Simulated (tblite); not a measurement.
ClSr, doublet, at a GFN2-xTB geometry (such geometries of metal compounds can be far from the true shape) (the spin is typed, not shown lowest); tblite with GFN1-xTB.

Here is a job for tblite.
```
$ tblite run mol.xyz --method gfn1 --charge 0 --spin 1 --grad --json tblite.json --no-restart

# file mol.xyz
2

Sr    -0.00000000    -0.00000000    -0.76220135
Cl     0.00000000     0.00000000     1.70374419
```

The log (banner, timings and long lists left out):

```
xTB calculator
 | screened Coulomb repulsion
 | Coulomb electrostatics
 |  * isotropic Klopman-Ohno-Mataga-Nishimoto electrostatics
 |  * onsite third-order electrostatics
 | DFT-D3(BJ) dispersion correction

halogen bonding energy    0.0000000000000E+00 Eh
repulsion energy          8.9802183228600E-03 Eh
dispersion energy        -4.9409480013218E-04 Eh
number of electrons       9.0000000000000E+00 e
integral cutoff           4.0000000000000E+01 bohr

------------------------------------------------------------
  cycle        total energy    energy error   density error
------------------------------------------------------------
      1     -4.822876971594  -4.8313631E+00   5.4847673E-01
      2     -4.833703842245  -1.0826871E-02   3.0933336E-01
      3     -4.836767535852  -3.0636936E-03   6.2602086E-02
      4     -4.835534008869   1.2335270E-03   9.9496819E-02
      5     -4.837529156874  -1.9951480E-03   1.6755452E-03
      6     -4.837529505456  -3.4858235E-07   1.0651709E-03
      7     -4.837529773861  -2.6840517E-07   6.5304165E-06
------------------------------------------------------------

electronic energy        -4.8460158973842E+00 Eh
total energy             -4.8375297738615E+00 Eh

Post processing:
 | Mayer-Wiberg bond orders

[Info] Tight-binding results written to 'tblite.txt'
[Info] JSON dump of results written to 'tblite.json'
```
